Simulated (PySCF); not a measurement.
# TDDFT excited states: C7H7PSSe

Species: C7H7PSSe.
SMILES: `CC#C[P@@H](=[Se])C1=CC=CS1`

Level of theory: TDDFT B3LYP/def2-SVPD, vertical, gas phase, core orbitals frozen in the response (PySCF 2.14.0, density-fitted response routines). One conformer (not necessarily the lowest) at the PBE0-D3(BJ)/def2-SVP geometry, without solvent, vibrations or thermal averaging. Relativistic effects, spin–orbit coupling among them, are left out although an element past zinc is present. Torsions of this conformer, `[CH3:1][C:2]#[C:3][P@@H:4](=[Se:5])[c:6]1[cH:7][cH:8][cH:9][s:10]1`: C3–P4–C6–C7 -141°.

```csv
state,E (eV),E (hartree),f,"main configurations (H = HOMO, L = LUMO)"
S1,3.69,0.1357,0.0076,"H→L (68%), H-1→L (29%)"
S2,3.74,0.1374,0.0051,"H-1→L (70%), H→L (29%)"
S3,4.06,0.1493,0.0094,H→L+1 (97%)
S4,4.17,0.1533,0.028,H-1→L+1 (96%)
S5,4.55,0.1672,0.0018,"H→L+2 (85%), H-1→L+2 (12%)"
S6,4.70,0.1729,0.022,"H-1→L+2 (84%), H→L+2 (12%)"
S7,5.15,0.1893,0.064,"H→L+3 (45%), H-2→L (33%), H→L+5 (10%)"
S8,5.16,0.1897,0.067,"H-2→L (45%), H→L+3 (29%)"
S9,5.29,0.1943,0.017,"H-1→L+3 (64%), H-1→L+5 (12%)"
S10,5.33,0.1958,0.0082,H→L+4 (88%)
```

Triplets (Tamm–Dancoff): T1 3.48 eV, H→L (66%), H-2→L (23%); T2 3.63 eV, H-1→L (74%), H-1→L+1 (20%); T3 3.66 eV, H-2→L (42%), H→L+1 (41%); T4 3.74 eV, H→L+1 (47%), H→L (23%), H-2→L (20%).

The lowest singlet comes at 336 nm (356 kJ/mol) in the ultraviolet; it is weak; its leading configuration is HOMO→LUMO (68%). The most intense listed level is S8 at 5.16 eV (240 nm, f = 0.067), 1.47 eV above S1. S7/S8 lie within about 0.01 eV of each other. Löwdin shares by element: HOMO selenium 77%, phosphorus 16%; LUMO carbon 49% or more, sulfur 18% (atoms not listed hold the other 33%). Weighted by f, the mean energy of these states is 4.88 eV. Orbital energies (eV): HOMO-3 -7.49, HOMO-2 -7.17, HOMO-1 -6.04, HOMO -5.96, LUMO -1.54, LUMO+1 -0.95, LUMO+2 -0.54. The oscillator strengths of these states sum to 0.231; summed over the whole spectrum of an exact calculation they would give the number of electrons, 114 (Thomas–Reiche–Kuhn). No computed singlet lies in the visible range (380 to 750 nm); the lowest, at 336 nm, stands 0.43 eV above its violet end (3.26 eV). The vertical ionisation energy (ΔSCF) is 8.01 eV, 2.68 eV above S10. The window holds the lowest 10 singlets.
